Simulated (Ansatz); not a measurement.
Relaxation of BH₂Br with RKS r2SCAN-D4/def2-TZVP.

```sh
$ ansatz run in.yaml --threads 4 --pin off --events-out ev --progress --plain --max-ram 3916MiB
```

```yaml
crystal:
  periodic: [false, false, false]
  atoms:
    - {symbol: B, position_ang: [0.091040, 0.150920, -0.000430]}
    - {symbol: H, position_ang: [1.259830, 0.109070, 0.015270]}
    - {symbol: H, position_ang: [-0.490130, 1.165750, -0.019120]}
    - {symbol: Br, position_ang: [-0.860740, -1.425740, 0.004280]}
basis:
  gaussian: {orbitals: def2-TZVP}
hamiltonian: {xc: r2scan, dispersion: d4}
scf: {omitted_lower_state_checks: [starts]}
output: {orbitals: {seedname: orbitals}}
relax: {f_tol: 0.02, max_steps: 100}
```

It took 4.5 s on 4 threads of Intel Xeon on a shared host.

Positions (Å) and forces (eV/Å) at steps 1, 2, 3, 4, 5 of 5:

```xyz
4
step=1 energy=-70754.6504 eV
B     0.091    0.151    0.000    0.409    0.674   -0.002
H     1.260    0.109    0.015    0.500   -0.093    0.008
H    -0.490    1.166   -0.019   -0.316    0.400   -0.008
Br   -0.861   -1.426    0.004   -0.593   -0.981    0.003
4
step=2 energy=-70754.6846 eV
B     0.096    0.159   -0.001    0.220    0.363    0.000
H     1.278    0.105    0.016    0.121   -0.057    0.002
H    -0.502    1.180   -0.019   -0.107    0.081   -0.003
Br   -0.872   -1.444    0.004   -0.234   -0.387    0.001
4
step=3 energy=-70754.6912 eV
B     0.101    0.168    0.000    0.035    0.058   -0.007
H     1.288    0.100    0.016   -0.019   -0.009    0.002
H    -0.511    1.186   -0.020    0.001   -0.021    0.003
Br   -0.878   -1.454    0.004   -0.017   -0.028    0.002
4
step=4 energy=-70754.6912 eV
B     0.102    0.169   -0.003    0.003    0.006    0.025
H     1.288    0.099    0.017   -0.005   -0.002   -0.010
H    -0.512    1.186   -0.019    0.001   -0.005   -0.009
Br   -0.878   -1.454    0.005    0.001    0.001   -0.006
4
step=5 energy=-70754.6912 eV
B     0.102    0.169   -0.001    0.000    0.000    0.000
H     1.288    0.099    0.016    0.000    0.000    0.000
H    -0.512    1.186   -0.020    0.000    0.000    0.000
Br   -0.878   -1.454    0.004    0.000    0.000    0.000
```
